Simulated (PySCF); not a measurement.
F6Si2, triplet, at the geometry of the source list (a higher spin typed on purpose: for a closed-shell molecule this is an excited state); MP2/6-31G* (PySCF).

Here is a job for PySCF.
```python
from pyscf import gto, scf, mp

mol = gto.Mole()
mol.atom = '''
    F     1.90460000   -0.27700000   -1.23620000
    Si    1.11560000   -0.06470000    0.11950000
    F     1.77810000    1.22330000    0.75800000
    F     1.60380000   -1.25280000    1.04440000
    Si   -1.11560000    0.06470000   -0.11950000
    F    -1.60380000    1.25280000   -1.04440000
    F    -1.77810000   -1.22330000   -0.75800000
    F    -1.90460000    0.27700000    1.23620000
'''
mol.basis = '6-31g*'
mol.spin = 2
mol.verbose = 4
mol.build()

mf = scf.UHF(mol)
mf.kernel()

pt = mp.MP2(mf, frozen=16)
pt.kernel()
print('E(MP2) = %.10f' % pt.e_tot)
mf.analyze()
```

Q: Predict the main parts of the log of this PySCF run.

A: 
```
PySCF version 2.14.0

[INPUT] verbose = 4
[INPUT] num. atoms = 8
[INPUT] num. electrons = 82
[INPUT] charge = 0
[INPUT] spin (= nelec alpha-beta = 2S) = 2
[INPUT] symmetry False subgroup None
[INPUT] Mole.unit = angstrom
[INPUT] Symbol           X                Y                Z      unit          X                Y                Z       unit  Magmom
[...]
nuclear repulsion = 620.572874465378
number of shells = 52
number of NR pGTOs = 264
number of NR cGTOs = 120
basis = 6-31g*
ecp = {}

******** <class 'pyscf.scf.uhf.UHF'> ********
method = UHF
initial guess = minao
damping factor = 0
level_shift factor = 0
DIIS = <class 'pyscf.scf.diis.CDIIS'>
diis_start_cycle = 1
diis_space = 8
diis_damp = 0
SCF conv_tol = 1e-09
SCF conv_tol_grad = None
SCF max_cycles = 50
direct_scf = True
direct_scf_tol = 1e-13
number electrons alpha = 42  beta = 40
Set gradient conv threshold to 3.16228e-05
init E= -1175.42848269065

cycle= 1 E= -1174.29074280579  delta_E= 1.14  |g|= 0.768  |ddm|= 2.17

cycle= 2 E= -1174.47033501634  delta_E= -0.18  |g|= 0.475  |ddm|= 0.95

cycle= 3 E= -1174.55260951385  delta_E= -0.0823  |g|= 0.0657  |ddm|= 0.314
cycle= 4 E= -1174.55702170378  delta_E= -0.00441  |g|= 0.0213  |ddm|= 0.0964
cycle= 5 E= -1174.55796466033  delta_E= -0.000943  |g|= 0.00802  |ddm|= 0.0574
cycle= 6 E= -1174.55813335783  delta_E= -0.000169  |g|= 0.00343  |ddm|= 0.0265
cycle= 7 E= -1174.55816098596  delta_E= -2.76e-05  |g|= 0.00107  |ddm|= 0.0121
cycle= 8 E= -1174.55816296145  delta_E= -1.98e-06  |g|= 0.000371  |ddm|= 0.0034
cycle= 9 E= -1174.55816317494  delta_E= -2.13e-07  |g|= 0.000205  |ddm|= 0.00125
cycle= 10 E= -1174.55816325553  delta_E= -8.06e-08  |g|= 9.58e-05  |ddm|= 0.000847
cycle= 11 E= -1174.55816329833  delta_E= -4.28e-08  |g|= 6.18e-05  |ddm|= 0.000775
cycle= 12 E= -1174.55816332665  delta_E= -2.83e-08  |g|= 2.97e-05  |ddm|= 0.000907
cycle= 13 E= -1174.55816333329  delta_E= -6.63e-09  |g|= 1.32e-05  |ddm|= 0.000515
cycle= 14 E= -1174.558163334  delta_E= -7.07e-10  |g|= 6.54e-06  |ddm|= 0.000151
Extra cycle  E= -1174.55816333409  delta_E= -9.73e-11  |g|= 4.85e-06  |ddm|= 1.99e-05
converged SCF energy = -1174.55816333409  <S^2> = 2.0050666  2S+1 = 3.0033759

******** <class 'pyscf.mp.ump2.UMP2'> ********
nocc = (np.int64(26), np.int64(24)), nmo = (104, 104)
frozen orbitals 16
E(UMP2) = -1175.74341659304  E_corr = -1.18525325894422
E(SCS-UMP2) = -1175.68573108704  E_corr = -1.12756775294277
E_corr(same-spin) = -0.34008018206572
E_corr(oppo-spin) = -0.8451730768785
E(MP2) = -1175.7434165930
**** SCF Summaries ****
Total Energy =                       -1174.558163334092569
Nuclear Repulsion Energy =             620.572874465377595
One-electron Energy =                -2872.697352141809461
Two-electron Energy =                 1077.566314342339410
Two-electron Coulomb Energy =         1179.229419214621657
DFT Exchange-Correlation Energy =     -101.663104872282247
**** MO energy ****
                             alpha | beta                alpha | beta
[...]
To work with the spin densities directly, `use mulliken_meta_spin()` only printing them here.

 ** Mulliken spin pop alpha/beta on meta-lowdin orthogonal AOs **
 ** Mulliken Spin Density (per AO)  **
spin_pop of  0 F 1s       -0.00000
spin_pop of  0 F 2s        0.00498
spin_pop of  0 F 3s        0.00119
spin_pop of  0 F 2px       0.04418
spin_pop of  0 F 2py       0.00999
spin_pop of  0 F 2pz       0.00379
spin_pop of  0 F 3px       0.00094
spin_pop of  0 F 3py       0.00096
spin_pop of  0 F 3pz       0.00025
spin_pop of  0 F 3dxy      0.00000
spin_pop of  0 F 3dyz      0.00011
spin_pop of  0 F 3dz^2     0.00013
spin_pop of  0 F 3dxz      0.00011
spin_pop of  0 F 3dx2-y2   -0.00005
spin_pop of  1 Si 1s       -0.00000
spin_pop of  1 Si 2s        0.00006
spin_pop of  1 Si 3s        0.11987
spin_pop of  1 Si 4s        0.00180
spin_pop of  1 Si 2px      -0.00000
spin_pop of  1 Si 2py      -0.00000
spin_pop of  1 Si 2pz      -0.00000
spin_pop of  1 Si 3px       0.20515
spin_pop of  1 Si 3py       0.32070
spin_pop of  1 Si 3pz       0.02483
spin_pop of  1 Si 4px       0.01613
spin_pop of  1 Si 4py       0.00063
spin_pop of  1 Si 4pz      -0.00024
spin_pop of  1 Si 3dxy      0.03865
spin_pop of  1 Si 3dyz      0.00068
spin_pop of  1 Si 3dz^2     0.00505
spin_pop of  1 Si 3dxz      0.00410
spin_pop of  1 Si 3dx2-y2    0.01237
spin_pop of  2 F 1s       -0.00000
spin_pop of  2 F 2s        0.02142
spin_pop of  2 F 3s        0.00704
spin_pop of  2 F 2px       0.06331
spin_pop of  2 F 2py       0.00674
spin_pop of  2 F 2pz       0.00519
spin_pop of  2 F 3px       0.00067
spin_pop of  2 F 3py       0.00070
spin_pop of  2 F 3pz       0.00022
spin_pop of  2 F 3dxy      0.00012
spin_pop of  2 F 3dyz      0.00021
spin_pop of  2 F 3dz^2    -0.00000
spin_pop of  2 F 3dxz      0.00001
spin_pop of  2 F 3dx2-y2    0.00029
spin_pop of  3 F 1s       -0.00000
spin_pop of  3 F 2s        0.00948
spin_pop of  3 F 3s        0.00277
spin_pop of  3 F 2px       0.04188
spin_pop of  3 F 2py       0.00525
spin_pop of  3 F 2pz       0.01597
spin_pop of  3 F 3px       0.00085
spin_pop of  3 F 3py      -0.00010
spin_pop of  3 F 3pz       0.00125
spin_pop of  3 F 3dxy      0.00006
spin_pop of  3 F 3dyz      0.00019
spin_pop of  3 F 3dz^2     0.00012
spin_pop of  3 F 3dxz      0.00001
spin_pop of  3 F 3dx2-y2    0.00000
spin_pop of  4 Si 1s       -0.00000
spin_pop of  4 Si 2s        0.00006
spin_pop of  4 Si 3s        0.11987
spin_pop of  4 Si 4s        0.00180
spin_pop of  4 Si 2px      -0.00000
spin_pop of  4 Si 2py      -0.00000
spin_pop of  4 Si 2pz      -0.00000
spin_pop of  4 Si 3px       0.20515
spin_pop of  4 Si 3py       0.32070
spin_pop of  4 Si 3pz       0.02483
spin_pop of  4 Si 4px       0.01613
spin_pop of  4 Si 4py       0.00063
spin_pop of  4 Si 4pz      -0.00024
spin_pop of  4 Si 3dxy      0.03865
spin_pop of  4 Si 3dyz      0.00068
spin_pop of  4 Si 3dz^2     0.00505
spin_pop of  4 Si 3dxz      0.00410
spin_pop of  4 Si 3dx2-y2    0.01237
spin_pop of  5 F 1s       -0.00000
spin_pop of  5 F 2s        0.00948
spin_pop of  5 F 3s        0.00277
spin_pop of  5 F 2px       0.04188
spin_pop of  5 F 2py       0.00525
spin_pop of  5 F 2pz       0.01597
spin_pop of  5 F 3px       0.00085
spin_pop of  5 F 3py      -0.00010
spin_pop of  5 F 3pz       0.00125
spin_pop of  5 F 3dxy      0.00006
spin_pop of  5 F 3dyz      0.00019
spin_pop of  5 F 3dz^2     0.00012
spin_pop of  5 F 3dxz      0.00001
spin_pop of  5 F 3dx2-y2    0.00000
spin_pop of  6 F 1s       -0.00000
spin_pop of  6 F 2s        0.02142
spin_pop of  6 F 3s        0.00704
spin_pop of  6 F 2px       0.06331
spin_pop of  6 F 2py       0.00674
spin_pop of  6 F 2pz       0.00519
spin_pop of  6 F 3px       0.00067
spin_pop of  6 F 3py       0.00070
spin_pop of  6 F 3pz       0.00022
spin_pop of  6 F 3dxy      0.00012
spin_pop of  6 F 3dyz      0.00021
spin_pop of  6 F 3dz^2    -0.00000
spin_pop of  6 F 3dxz      0.00001
spin_pop of  6 F 3dx2-y2    0.00029
spin_pop of  7 F 1s       -0.00000
spin_pop of  7 F 2s        0.00498
spin_pop of  7 F 3s        0.00119
spin_pop of  7 F 2px       0.04418
spin_pop of  7 F 2py       0.00999
spin_pop of  7 F 2pz       0.00379
spin_pop of  7 F 3px       0.00094
spin_pop of  7 F 3py       0.00096
spin_pop of  7 F 3pz       0.00025
spin_pop of  7 F 3dxy      0.00000
spin_pop of  7 F 3dyz      0.00011
spin_pop of  7 F 3dz^2     0.00013
spin_pop of  7 F 3dxz      0.00011
spin_pop of  7 F 3dx2-y2   -0.00005
 ** Mulliken Spin Density (per atom)  **
spin density of  0 F =      0.06658
spin density of  1 Si =      0.74976
spin density of  2 F =      0.10592
spin density of  3 F =      0.07774
spin density of  4 Si =      0.74976
spin density of  5 F =      0.07774
spin density of  6 F =      0.10592
spin density of  7 F =      0.06658
 ** Mulliken pop alpha/beta on meta-lowdin orthogonal AOs **
 ** Mulliken pop       alpha | beta **
In total            42.00000 | 40.00000
 ** Mulliken atomic charges   ( Nelec_alpha | Nelec_beta ) **
charge of  0F =     -0.49032  (     4.77845      4.71187 )
charge of  1Si =      1.49738  (     6.62619      5.87643 )
charge of  2F =     -0.51096  (     4.80844      4.70252 )
charge of  3F =     -0.49611  (     4.78692      4.70919 )
charge of  4Si =      1.49738  (     6.62619      5.87643 )
charge of  5F =     -0.49611  (     4.78692      4.70919 )
charge of  6F =     -0.51096  (     4.80844      4.70252 )
charge of  7F =     -0.49032  (     4.77845      4.71187 )
Dipole moment(X, Y, Z, Debye): -0.00000,  0.00000,  0.00000
```
